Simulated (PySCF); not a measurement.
PySCF job for CH8ClNSi3, SMILES N[Si@@]1(Cl)C[SiH2][SiH2]1, PBE-D3(BJ)/def2-SVP. Geometry: PBE-D3(BJ)/def2-SVP. The structure was generated by enumeration; whether it is a known compound was not checked. One conformer was computed; it need not be the lowest.

```python
import numpy as np
from pyscf import gto, scf, dft, df
from pyscf.hessian import thermo

mol = gto.M(
    atom='''
    N     1.61871426   -1.03431406    0.83278560
    Si    0.63651428    0.02120260   -0.13927250
    Cl    1.71881074    1.27703289   -1.44803568
    C    -0.63639763   -1.06029517   -1.04095223
    Si   -1.91823869   -1.11703997    0.39461728
    Si   -1.01871489    0.88941040    1.29089721
    H     2.11773244   -1.80193330    0.37121233
    H     2.20880478   -0.61871830    1.55900657
    H    -0.27446591   -2.03668670   -1.42231209
    H    -1.07240872   -0.49314345   -1.89071752
    H    -1.69580833   -2.30203080    1.29354704
    H    -3.35124915   -1.10978376   -0.07125426
    H    -0.73977688    1.02248674    2.76317431
    H    -1.71907482    2.12219722    0.78277685
    ''',
    basis='def2-SVP',
    charge=0,
    spin=0,
    max_memory=1600,
    verbose=3,
)
mf = dft.RKS(mol, xc='pbe').density_fit(auxbasis='def2-universal-jkfit')
mf.disp = 'd3bj'
mf.grids.level = 3
mf.conv_tol = 1e-11
mf.max_cycle = 100
mf.kernel()

# [left out here: the lines that compute and print the analytic Hessian (its translational invariance restored by hand, since the grid's response is missing), thermochemistry and intensities]
```

Log of the run:

```
converged SCF energy = -1425.19154595859

WARN: DFTD3 does not support analytical Hessian, using finite difference


WARN: Mole.unit (angstrom) is changed to Bohr

Mode                                 0                   1                   2
Irrep
Freq [cm^-1]                       63.6285            102.6509            159.2150
Reduced mass [au]                   4.2811              3.7504              2.9220
Force const [Dyne/A]                0.0102              0.0233              0.0436
Char temp [K]                      91.5472            147.6918            229.0749
Normal mode                   x     y     z       x     y     z       x     y     z
       0   N                -0.11 -0.01 -0.01    0.03 -0.08 -0.07    0.11  0.00 -0.04
       1  Si                -0.03  0.04 -0.04    0.01 -0.04  0.00    0.02  0.01  0.06
       2  Cl                 0.07 -0.01  0.00   -0.02  0.04  0.06    0.01 -0.05 -0.02
       3   C                -0.05  0.06 -0.03   -0.02 -0.02  0.02   -0.03  0.12 -0.00
       4  Si                 0.05 -0.06  0.05    0.01 -0.00  0.04   -0.01 -0.01 -0.01
       5  Si                -0.02  0.01 -0.00   -0.00  0.05 -0.08   -0.06 -0.00  0.01
       6   H                -0.14 -0.04  0.00   -0.04 -0.10 -0.12    0.19  0.12 -0.14
       7   H                -0.10 -0.04  0.00    0.12 -0.12 -0.12    0.10  0.01 -0.04
       8   H                -0.04  0.10 -0.12   -0.04 -0.03  0.00   -0.08  0.16 -0.16
       9   H                -0.13  0.10  0.03   -0.03 -0.01  0.03   -0.02  0.26  0.09
      10   H                 0.20 -0.05  0.03    0.09  0.05  0.09    0.09 -0.01 -0.03
      11   H                 0.02 -0.15  0.15   -0.00 -0.09  0.08   -0.03 -0.10  0.04
      12   H                 0.02  0.06 -0.02   -0.09  0.21 -0.08   -0.18  0.10  0.02
      13   H                -0.11 -0.05 -0.01    0.04  0.00 -0.26   -0.01 -0.03 -0.14
Mode                                 3                   4                   5
Irrep
Freq [cm^-1]                      182.1308            209.7947            275.2180
Reduced mass [au]                   4.2411              2.3545              2.9120
Force const [Dyne/A]                0.0829              0.0611              0.1300
Char temp [K]                     262.0456            301.8479            395.9774
Normal mode                   x     y     z       x     y     z       x     y     z
       0   N                 0.07  0.07 -0.08   -0.03 -0.07 -0.07   -0.02 -0.02  0.06
       1  Si                -0.03  0.01 -0.04    0.01  0.06  0.04    0.06  0.01  0.01
       2  Cl                 0.08  0.01  0.02    0.01 -0.01 -0.03    0.02  0.05 -0.05
       3   C                -0.03 -0.07  0.04    0.08 -0.03  0.05   -0.01  0.04  0.06
       4  Si                -0.06 -0.01  0.03    0.02  0.00 -0.01   -0.07 -0.03  0.03
       5  Si                -0.02 -0.02  0.01   -0.06  0.02  0.04    0.01 -0.05 -0.03
       6   H                 0.09  0.11 -0.12   -0.29 -0.19 -0.16   -0.19 -0.18  0.14
       7   H                 0.14  0.14 -0.17    0.19 -0.22 -0.16    0.07 -0.07  0.02
       8   H                -0.01 -0.09  0.12    0.17 -0.05  0.19   -0.05  0.06 -0.06
       9   H                -0.05 -0.16 -0.01    0.09 -0.16 -0.04   -0.03  0.11  0.11
      10   H                -0.15 -0.02  0.04   -0.06  0.01  0.02   -0.24 -0.13 -0.06
      11   H                -0.05  0.07 -0.02    0.04  0.04 -0.08   -0.04  0.16 -0.05
      12   H                 0.03 -0.03 -0.00   -0.08  0.01  0.04   -0.04  0.15 -0.04
      13   H                -0.06 -0.02  0.06   -0.07  0.01  0.04   -0.06 -0.14 -0.16
Mode                                 6                   7                   8
Irrep
Freq [cm^-1]                      293.6263            330.5607            383.1633
Reduced mass [au]                   1.1848              1.6586              3.0850
Force const [Dyne/A]                0.0602              0.1068              0.2669
Char temp [K]                     422.4628            475.6032            551.2867
Normal mode                   x     y     z       x     y     z       x     y     z
       0   N                 0.03  0.07  0.03    0.01 -0.04  0.02   -0.01 -0.01 -0.02
       1  Si                -0.01 -0.02 -0.00    0.04 -0.03 -0.01   -0.01  0.05  0.04
       2  Cl                -0.01 -0.02  0.02    0.03  0.04 -0.04   -0.01 -0.01  0.01
       3   C                -0.01  0.01 -0.01   -0.01 -0.02  0.02    0.01  0.01  0.04
       4  Si                 0.00 -0.00 -0.02   -0.03  0.03  0.02   -0.06 -0.09 -0.02
       5  Si                 0.01  0.01 -0.01   -0.06 -0.01 -0.00    0.06  0.04 -0.04
       6   H                -0.45 -0.32  0.15    0.06 -0.03  0.06    0.05  0.09 -0.12
       7   H                 0.45  0.12 -0.34   -0.09 -0.07  0.11   -0.06 -0.09  0.06
       8   H                -0.08  0.05 -0.17   -0.07 -0.03 -0.01    0.07  0.06 -0.02
       9   H                 0.01  0.16  0.08    0.00  0.01  0.03   -0.03  0.02  0.07
[...]
       6   H                 0.09 -0.08  0.14   -0.03  0.01 -0.04    0.01 -0.00  0.02
       7   H                -0.03  0.07 -0.01    0.03 -0.04  0.02    0.02 -0.02 -0.00
       8   H                -0.64 -0.29  0.16   -0.32 -0.14  0.08    0.22 -0.18  0.59
       9   H                 0.40  0.19 -0.09   -0.65 -0.28  0.16   -0.16  0.54  0.40
      10   H                -0.13  0.07  0.15    0.06 -0.02 -0.04    0.00  0.00  0.00
      11   H                 0.02  0.00 -0.05   -0.07  0.02  0.15   -0.01  0.00  0.00
      12   H                -0.08 -0.01  0.01   -0.02  0.00  0.00    0.01 -0.01  0.00
      13   H                -0.01 -0.00  0.02   -0.01 -0.00  0.01   -0.00 -0.00 -0.01
Mode                                27                  28                  29
Irrep
Freq [cm^-1]                     1489.7161           2142.9394           2148.1558
Reduced mass [au]                   1.1123              1.0326              1.0324
Force const [Dyne/A]                1.4544              2.7939              2.8068
Char temp [K]                    2143.3698           3083.2126           3090.7179
Normal mode                   x     y     z       x     y     z       x     y     z
       0   N                 0.07 -0.04  0.03    0.00  0.00  0.00    0.00 -0.00  0.00
       1  Si                -0.00  0.00 -0.00    0.00 -0.00 -0.00   -0.00 -0.00  0.00
       2  Cl                -0.00  0.00  0.00    0.00 -0.00  0.00    0.00  0.00 -0.00
       3   C                -0.00 -0.00 -0.00   -0.00  0.00  0.00    0.00 -0.00 -0.00
       4  Si                -0.00 -0.00 -0.00    0.02  0.01  0.00    0.02  0.01  0.00
       5  Si                -0.00 -0.00  0.00   -0.01  0.01  0.01    0.01 -0.02 -0.01
       6   H                -0.47 -0.07 -0.46   -0.00 -0.00 -0.00    0.00  0.00 -0.00
       7   H                -0.44  0.50  0.11   -0.00  0.00  0.00    0.00 -0.00 -0.00
       8   H                 0.01 -0.01  0.02    0.00  0.00  0.00   -0.00  0.00 -0.00
       9   H                 0.00  0.02  0.01    0.00  0.00  0.00    0.00 -0.00 -0.00
      10   H                 0.00  0.00  0.00    0.05 -0.18  0.15    0.04 -0.16  0.13
      11   H                -0.00 -0.00  0.00   -0.72  0.01 -0.24   -0.51  0.01 -0.17
      12   H                 0.00  0.00  0.00   -0.06 -0.02 -0.31    0.09  0.03  0.45
      13   H                 0.00 -0.00 -0.01    0.23 -0.39  0.17   -0.30  0.53 -0.23
Mode                                30                  31                  32
Irrep
Freq [cm^-1]                     2163.3557           2170.7431           3000.5744
Reduced mass [au]                   1.0500              1.0501              1.0597
Force const [Dyne/A]                2.8952              2.9155              5.6212
Char temp [K]                    3112.5872           3123.2160           4317.1585
Normal mode                   x     y     z       x     y     z       x     y     z
       0   N                -0.00 -0.00 -0.00   -0.00  0.00 -0.00   -0.00  0.00 -0.00
       1  Si                 0.00 -0.00  0.00    0.00 -0.00  0.00   -0.00 -0.00 -0.00
       2  Cl                 0.00  0.00 -0.00   -0.00  0.00 -0.00   -0.00  0.00 -0.00
       3   C                -0.00  0.00  0.00   -0.00  0.00 -0.00    0.01  0.01  0.06
       4  Si                -0.01  0.01 -0.01    0.01 -0.02  0.02    0.00 -0.00 -0.00
       5  Si                 0.01 -0.01  0.03    0.01 -0.01  0.02    0.00 -0.00  0.00
       6   H                 0.00  0.00 -0.00   -0.00 -0.00 -0.00    0.00 -0.00  0.00
       7   H                -0.00  0.00  0.00   -0.00  0.00  0.00    0.00  0.00  0.00
       8   H                -0.00  0.00  0.00    0.00 -0.00 -0.00    0.20 -0.53 -0.19
       9   H                 0.00  0.00 -0.00   -0.00 -0.00  0.00   -0.30  0.40 -0.58
      10   H                 0.08 -0.42  0.32   -0.11  0.60 -0.45    0.00  0.00 -0.00
      11   H                 0.15  0.01  0.05   -0.25 -0.01 -0.08   -0.00  0.00 -0.00
      12   H                -0.12 -0.06 -0.66   -0.08 -0.04 -0.44   -0.00  0.00  0.00
      13   H                -0.20  0.36 -0.14   -0.16  0.27 -0.11   -0.00  0.00 -0.00
Mode                                33                  34                  35
Irrep
Freq [cm^-1]                     3072.7167           3465.9584           3565.4731
Reduced mass [au]                   1.1044              1.0504              1.0946
Force const [Dyne/A]                6.1438              7.4344              8.1989
Char temp [K]                    4420.9551           4986.7425           5129.9219
Normal mode                   x     y     z       x     y     z       x     y     z
       0   N                 0.00 -0.00  0.00   -0.05  0.02 -0.01    0.01  0.05  0.06
       1  Si                -0.00  0.00 -0.00    0.00 -0.00  0.00   -0.00  0.00  0.00
       2  Cl                 0.00  0.00  0.00    0.00 -0.00  0.00    0.00  0.00 -0.00
       3   C                -0.04  0.08 -0.01    0.00 -0.00 -0.00   -0.00 -0.00 -0.00
       4  Si                 0.00  0.00 -0.00   -0.00 -0.00  0.00   -0.00 -0.00  0.00
       5  Si                 0.00 -0.00 -0.00    0.00  0.00 -0.00    0.00  0.00 -0.00
       6   H                 0.00 -0.00  0.00    0.35 -0.58 -0.35    0.29 -0.44 -0.26
       7   H                -0.00 -0.00 -0.00    0.33  0.25  0.44   -0.43 -0.30 -0.53
       8   H                 0.24 -0.66 -0.26   -0.00  0.00  0.00   -0.00  0.00 -0.00
       9   H                 0.23 -0.29  0.45   -0.00 -0.00  0.00    0.00  0.00 -0.00
      10   H                 0.00 -0.00  0.00    0.00 -0.00 -0.00   -0.00 -0.00 -0.00
      11   H                 0.00 -0.00  0.00    0.00 -0.00  0.00   -0.00 -0.00 -0.00
      12   H                -0.00 -0.00 -0.00    0.00 -0.00 -0.00    0.00 -0.00  0.00
      13   H                 0.00  0.00  0.00   -0.00 -0.00  0.00   -0.00 -0.00  0.00
temperature 298.1500 [K]
pressure 101325.00 [Pa]
Rotational constants [GHz] 2.27117 0.96781 0.91460
Symmetry number 1
Zero-point energy (ZPE) 0.08686 [Eh]   228042.053 [J/mol]
                           tot       elec      trans        rot        vib
Entropy [J/mol/K]       407.203      0.000    171.548    123.259    112.396
Cv [J/mol/K]            156.809      0.000     12.472     12.472    131.865
Cp [J/mol/K]            165.123      0.000     20.786     12.472    131.865
Internal energy [J/mol]                      3718.434   3718.434 247216.455
Internal energy [Eh]   -1425.09455  -1425.19155
Enthalpy [J/mol]                             6197.391   3718.434 247216.455
Enthalpy [Eh]          -1425.09361
Gibbs free energy [J/mol]                  -44949.607 -33031.284 213705.480
Gibbs free energy [Eh] -1425.13985
mode   freq/cm-1   IR/(km/mol)
   1       63.63         0.400
   2      102.65         0.871
   3      159.21         2.254
   4      182.13         5.478
   5      209.79         0.987
   6      275.22        13.537
   7      293.63        13.540
   8      330.56         2.758
   9      383.16         4.305
  10      424.46         2.375
  11      425.15         0.753
  12      450.34       101.940
  13      522.05         1.117
  14      530.16       165.044
  15      588.12        13.943
  16      612.32        19.625
  17      645.08        93.109
  18      649.81         0.485
  19      696.01         6.686
  20      734.64        70.947
  21      831.00       149.534
  22      839.70        68.219
  23      874.70        36.950
  24      891.16        97.164
  25      920.49         9.690
  26      954.74        53.253
  27     1316.10         9.726
  28     1489.72        34.714
  29     2142.94       106.560
  30     2148.16        87.273
  31     2163.36        15.372
  32     2170.74       132.965
  33     3000.57         0.455
  34     3072.72         0.479
  35     3465.96        23.604
  36     3565.47        25.402
max |gradient| / (hartree/bohr): 5.1033190671629606e-05
APT charges: [-0.7203  1.333  -0.6365 -0.5652  0.7116  0.3646  0.1556  0.1687  0.0209
  0.0345 -0.2256 -0.2444 -0.2032 -0.1938]
```

The run converged.
